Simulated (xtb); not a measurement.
C₄H₄N (SMILES [c-]1cc[nH]c1), charge -1, singlet, at a GFN2-xTB geometry; GFN2-xTB run with xtb.

Input for xtb:
```
$ xtb mol.xyz --gfn 2 --chrg -1 --grad --json

# file mol.xyz
9

H     -0.02361208    -0.00903330     2.11033186
N     -0.01195216     0.01503237     1.09704447
C      0.01575145     1.13269334     0.24842767
C     -0.02097855    -1.08973227     0.28483805
C      0.02524534     0.80457479    -1.08776751
C      0.00064455    -0.64671222    -1.00864412
H      0.02635805     2.11162462     0.73353758
H     -0.04212282    -2.08743635     0.71986259
H     -0.00093481    -1.32532347    -1.86416783
```

**Question.** Write the output that xtb gives for this input, abridged.

**Answer.** 
```
   ID    Z sym.   atoms
    1    1 H      1, 7-9
    2    7 N      2
    3    6 C      3-6

           -------------------------------------------------
          |                Calculation Setup                |
           -------------------------------------------------

           -------------------------------------------------
          |                 G F N 2 - x T B                 |
           -------------------------------------------------

          ...................................................
          :                      SETUP                      :
          :.................................................:
          :  # basis functions                  24          :
          :  # atomic orbitals                  24          :
          :  # shells                           14          :
          :  # electrons                        26          :
          :  max. iterations                   250          :
          :  Hamiltonian                  GFN2-xTB          :
          :  restarted?                      false          :
          :  GBSA solvation                  false          :
          :  PC potential                    false          :
          :  electronic temp.          300.0000000     K    :
          :  accuracy                    1.0000000          :
          :  -> integral cutoff          0.2500000E+02      :
          :  -> integral neglect         0.1000000E-07      :
          :  -> SCF convergence          0.1000000E-05 Eh   :
          :  -> wf. convergence          0.1000000E-03 e    :
          :  Broyden damping             0.4000000          :
          :  net charge                         -1          :
          :  unpaired electrons                  0          :
          ...................................................

 iter      E             dE          RMSdq      gap      omega  full diag
   1    -13.6614854 -0.136615E+02  0.465E+00    4.72       0.0  T
   2    -13.7482427 -0.867573E-01  0.440E+00    1.85       1.0  T
   3    -13.7848302 -0.365875E-01  0.261E+00    2.68       1.0  T
   4    -13.7812792  0.355098E-02  0.963E-01    2.99       1.0  T
   5    -13.7863604 -0.508118E-02  0.172E-01    3.03       1.0  T
   6    -13.7863902 -0.298323E-04  0.103E-01    3.03       1.0  T
   7    -13.7863946 -0.437832E-05  0.397E-02    3.03       1.0  T
   8    -13.7863955 -0.872283E-06  0.180E-02    3.05       1.9  T
   9    -13.7863976 -0.217695E-05  0.583E-03    3.05       5.7  T
  10    -13.7863977 -0.493769E-07  0.418E-03    3.04       8.0  T
  11    -13.7863978 -0.760547E-07  0.575E-04    3.05      57.9  T
  12    -13.7863978  0.282503E-09  0.569E-04    3.05      58.6  T

   *** convergence criteria satisfied after 12 iterations ***

         :::::::::::::::::::::::::::::::::::::::::::::::::::::
         ::                     SUMMARY                     ::
         :::::::::::::::::::::::::::::::::::::::::::::::::::::
         :: total energy             -13.584022339051 Eh    ::
         :: gradient norm              0.000027071455 Eh/a0 ::
         :: HOMO-LUMO gap              3.045189896101 eV    ::
         ::.................................................::
         :: SCC energy               -13.786396614347 Eh    ::
         :: -> isotropic ES            0.138845979852 Eh    ::
         :: -> anisotropic ES          0.011812394631 Eh    ::
         :: -> anisotropic XC          0.006314825880 Eh    ::
         :: -> dispersion             -0.006452696243 Eh    ::
         :: repulsion energy           0.202374275296 Eh    ::
         :: add. restraining           0.000000000000 Eh    ::
         :: total charge              -1.000000000000 e     ::
         :::::::::::::::::::::::::::::::::::::::::::::::::::::

           -------------------------------------------------
          |                Property Printout                |
           -------------------------------------------------

    * Orbital Energies and Occupations

         #    Occupation            Energy/Eh            Energy/eV
      -------------------------------------------------------------
         1        2.0000           -0.4165395             -11.3346
         2        2.0000           -0.3810669             -10.3694
         3        2.0000           -0.3621981              -9.8559
         4        2.0000           -0.3199727              -8.7069
         5        2.0000           -0.3066140              -8.3434
         6        2.0000           -0.2817180              -7.6659
         7        2.0000           -0.2552097              -6.9446
         8        2.0000           -0.2418062              -6.5799
         9        2.0000           -0.2303169              -6.2672
        10        2.0000           -0.1681161              -4.5747
        11        2.0000           -0.1284835              -3.4962
        12        2.0000           -0.0985381              -2.6814
        13        2.0000           -0.0529537              -1.4409 (HOMO)
        14                          0.0589550               1.6042 (LUMO)
        15                          0.1345055               3.6601
        16                          0.2357888               6.4161
        17                          0.3400143               9.2523
        18                          0.3635951               9.8939
        19                          0.4088745              11.1260
        20                          0.4587676              12.4837
        21                          0.5227502              14.2248
        22                          0.6585748              17.9207
        23                          0.7841628              21.3382
        24                          0.8604606              23.4143
      -------------------------------------------------------------
                  HL-Gap            0.1119087 Eh            3.0452 eV
             Fermi-level            0.0030007 Eh            0.0817 eV

     #   Z          covCN         q      C6AA      α(0)
     1   1 H        0.860     0.050     2.336     2.394
     2   7 N        2.768    -0.183    24.959     7.420
     3   6 C        3.098    -0.037    28.788     8.793
     4   6 C        2.966    -0.039    28.968     8.828
     5   6 C        2.013    -0.387    43.529    10.655
     6   6 C        3.123    -0.080    29.792     8.938
     7   1 H        0.924    -0.117     6.194     3.892
     8   1 H        0.925    -0.103     5.664     3.722
     9   1 H        0.924    -0.105     5.729     3.743

 Mol. C6AA /au·bohr⁶  :       1336.671701
 Mol. C8AA /au·bohr⁸  :      31163.779596
 Mol. α(0) /au        :         58.386071

Wiberg/Mayer (AO) data.
largest (>0.10) Wiberg bond orders for each atom

 ---------------------------------------------------------------------------
     #   Z sym  total        # sym  WBO       # sym  WBO       # sym  WBO
 ---------------------------------------------------------------------------
     1   1 H    0.998 --     2 N    0.961
     2   7 N    3.439 --     4 C    1.176     3 C    1.075     1 H    0.961
                             6 C    0.124
     3   6 C    3.837 --     5 C    1.605     2 N    1.075     7 H    0.957
                             4 C    0.158
     4   6 C    3.897 --     6 C    1.563     2 N    1.176     8 H    0.955
                             3 C    0.158
     5   6 C    3.002 --     3 C    1.605     6 C    1.236
     6   6 C    3.931 --     4 C    1.563     5 C    1.236     9 H    0.962
                             2 N    0.124
     7   1 H    0.986 --     3 C    0.957
     8   1 H    0.989 --     4 C    0.955
     9   1 H    0.989 --     6 C    0.962
 ---------------------------------------------------------------------------

Topologies differ in total number of bonds
Writing topology from bond orders to xtbtopo.mol

molecular dipole:
                 x           y           z       tot (Debye)
 q only:       -0.014      -0.294       0.796
   full:       -0.034      -0.878       1.800       5.090
molecular quadrupole (traceless):
                xx          xy          yy          xz          yz          zz
 q only:        4.557      -0.134      -3.642       0.061      -0.003      -0.915
  q+dip:        2.874      -0.127      -2.846       0.081       2.998      -0.029
   full:        3.955      -0.148      -2.938       0.108       3.214      -1.016

           -------------------------------------------------
          | TOTAL ENERGY              -13.584022339051 Eh   |
          | GRADIENT NORM               0.000027071455 Eh/α |
          | HOMO-LUMO GAP               3.045189896101 eV   |
           -------------------------------------------------

normal termination of xtb
```
